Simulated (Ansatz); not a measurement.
Consider the hydrogenolysis of the Si–Cl bond: `FCN[SiH2]Cl` + H₂ → `FCN[SiH3]` + HCl.

Computed with Ansatz on PBE0-D4/def2-TZVP structures; ΔE is electronic, products minus reactants. CBS: MP2 limit from def2 TZ/QZ plus the TZ coupled-cluster correction, frozen cores. This one scheme is used for every species. DFT in def2-TZVPP. Each species was taken in one conformer, which may not be the lowest.

`FCN[SiH2]Cl`:

Z-matrix (Å, degrees):
```
C
N 1 1.409
F 1 1.392 2 111.7
H 1 1.093 2 110.4 3 118.6
H 1 1.093 2 111.9 3 -118.7
Si 2 1.709 1 125.3 3 -100.3
H 2 1.008 1 114.8 3 79.5
Cl 6 2.064 2 113.0 1 -91.8
H 6 1.478 2 109.0 1 150.4
H 6 1.477 2 108.2 1 25.7
```

H₂:

Z-matrix (Å, degrees):
```
H
H 1 0.746
```

`FCN[SiH3]`:

Z-matrix (Å, degrees):
```
C
N 1 1.404
F 1 1.402 2 112.9
H 1 1.093 2 110.2 3 118.4
H 1 1.093 2 111.3 3 -118.9
Si 2 1.733 1 123.3 3 -76.7
H 2 1.009 1 113.7 3 77.8
H 6 1.488 2 115.0 1 78.5
H 6 1.485 2 107.5 1 -161.0
H 6 1.485 2 106.5 1 -41.8
```

HCl:

Z-matrix (Å, degrees):
```
Cl
H 1 1.279
```

| level | ΔE (eV) |
| --- | --- |
| B97M-V | 0.90 |
| CAM-B3LYP-D4 | 0.87 |
| SCS-MP2/def2-QZVPP | 0.92 |
| CCSD/CBS(def2) | 0.88 |

(1) What does CCSD(T)/CBS give? (Best estimate.)

(2) What do rigid-rotor, harmonic-oscillator terms from PBE0-D4/def2-TZVP frequencies (298.15 K, 1 bar) make of the CCSD(T)/CBS value? (Estimate.)

Largest T1 diagnostic among the species: 0.011.

Results:

(1) Computed: +0.91 eV. The listed levels differ from it by -0.01, -0.04, 0.01, -0.03 eV.

(2) Computed: ΔZPE = +0.07 eV, ΔH = +0.96 eV, ΔS = 19 J/(mol·K), ΔG = +0.90 eV. Modes under 50 cm⁻¹ make the entropy rough.

The D4 term adds +0.07 eV with B3LYP and +0.04 eV with PBE0; it sums over pairs of atoms, weighted by their polarisabilities, and B3LYP, whose exchange is more repulsive, gets the larger term. Leaving LDA and LC-ωPBE aside and taking each functional with its dispersion term where it has one, the values, not all of them listed here, spread over 0.09 eV, from CAM-B3LYP-D4 to r2SCAN-D4. In def2-TZVPP, CCSD(T) changes the Hartree–Fock value by +0.07 eV (the triples alone add +0.03 eV) and MP2 by +0.17 eV.

B3LYP here is the variant with VWN-RPA as its local correlation; programs differ in this.
